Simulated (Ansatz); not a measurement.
Reaction (atomization): `Cl[SiH2]N[Si](Cl)(Cl)Cl` → 4 Cl• + 3 H• + N• + 2 Si•

Computed with Ansatz on PBE0-D4/def2-TZVP structures; ΔE is electronic, products minus reactants. CCSD(T)/CBS is the MP2 limit (def2-TZVPP, def2-QZVPP) plus CCSD(T) − MP2 in def2-TZVPP, frozen cores. This one scheme is used for every species, atoms too. Functionals use def2-TZVPP. No spin–orbit coupling; open shells (•) take unrestricted orbitals. Spin–orbit coupling would lower the free atoms: a little for Cl, Si. One conformer a species, not always the lowest.

(1) What is ΔE at CCSD(T)/CBS? (Estimate.)

(2) What do these levels give: r2SCAN-D4, ωB97X-V, ωB97M-V, MP2/def2-TZVPP, CCSD(T)/def2-TZVPP, HF/def2-QZVPP? (Estimate.)

Largest T1 diagnostic among the species: 0.012.

Results:

(1) Ansatz gave: +3411.4 kJ/mol.

(2) Computed: r2SCAN-D4 3417.0, ωB97X-V 3434.2, ωB97M-V 3434.7, MP2/def2-TZVPP 3393.8, CCSD(T)/def2-TZVPP 3278.5, HF/def2-QZVPP 2476.0 kJ/mol.

In def2-TZVPP, CCSD(T) changes the Hartree–Fock value by +811.2 kJ/mol (the triples alone add +65.7 kJ/mol) and MP2 by +926.5 kJ/mol; breaking electron pairs costs correlation energy, which Hartree–Fock lacks. The D4 term adds +75.2 kJ/mol with B3LYP and +40.1 kJ/mol with PBE0; it sums over pairs of atoms, weighted by their polarisabilities, and B3LYP, whose exchange is more repulsive, gets the larger term.

B3LYP here is the variant with VWN-RPA as its local correlation; programs differ in this.

For atomizations the MP2-based limit and the directly extrapolated one differ by several kJ/mol either way, and by 10 to 25 for some Ge, Se and Sn compounds, so smaller differences from it don't rank the levels.
